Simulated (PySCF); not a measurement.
Two species compared at the same levels of theory.

First species: 3-tert-butylpyridine, C9H13N.
Bonds: C1–C2, C2–C3, C2–C4, C2–C5, C5–C6 (aromatic), C6–C7 (aromatic), C7–C8 (aromatic), C8–N9 (aromatic), N9–C10 (aromatic), C5–C10 (aromatic). Hydrogens: H11, H12, H13 on C1; H14, H15, H16 on C3; H17, H18, H19 on C4; H20 on C6; H21 on C7; H22 on C8; H23 on C10.

Second species: C₉H₁₃N.
SMILES: `CCC1=CC=CC(C)=C1N`

Levels: PBE0/pcSseg-1 for dipole moment, HOMO energy, LUMO energy and HOMO–LUMO gap; GFN2-xTB for rotational constant A and rotational constant C. Geometries: GFN2-xTB. Each species is one conformer at its optimised geometry, gas phase, non-relativistic unless stated. Electronic properties by PySCF.

The conformers computed, where there is a choice (atom-mapped SMILES and torsion angles):
- `[CH3:1][C:2]([CH3:3])([CH3:4])[c:5]1[cH:6][cH:7][cH:8][n:9][cH:10]1`: C1–C2–C5–C6 0°
- `[CH3:1][CH2:2][c:3]1[cH:4][cH:5][cH:6][c:7]([CH3:8])[c:9]1[NH2:10]`: C1–C2–C3–C4 102°, H–N10–C9–C7 160°, H–N10–C9–C7 26°

Values for the first species:

```
Dipole moment         : 2.48 D
HOMO energy           : -7.18 eV
LUMO energy           : -0.59 eV
HOMO–LUMO gap         : 6.59 eV
Rotational constant A : 2.617 GHz
Rotational constant C : 0.840 GHz
```

Estimate the same properties for the second species, and the change in each.

```
             property      first     second  second less first
        dipole moment     2.48 D     1.75 D            -0.73 D
          HOMO energy   -7.18 eV   -5.77 eV           +1.41 eV
          LUMO energy   -0.59 eV    0.25 eV           +0.84 eV
        HOMO–LUMO gap    6.59 eV    6.02 eV           -0.57 eV
rotational constant A  2.617 GHz  2.024 GHz         -0.593 GHz
rotational constant C  0.840 GHz  0.795 GHz         -0.045 GHz
```

On the first: The dipole equals about 8.3 × 10⁻³⁰ C·m (1 D = 3.33564 × 10⁻³⁰ C·m).

On the second: In atomic units the dipole is 0.69 e·bohr (1 au = 2.5417 D).
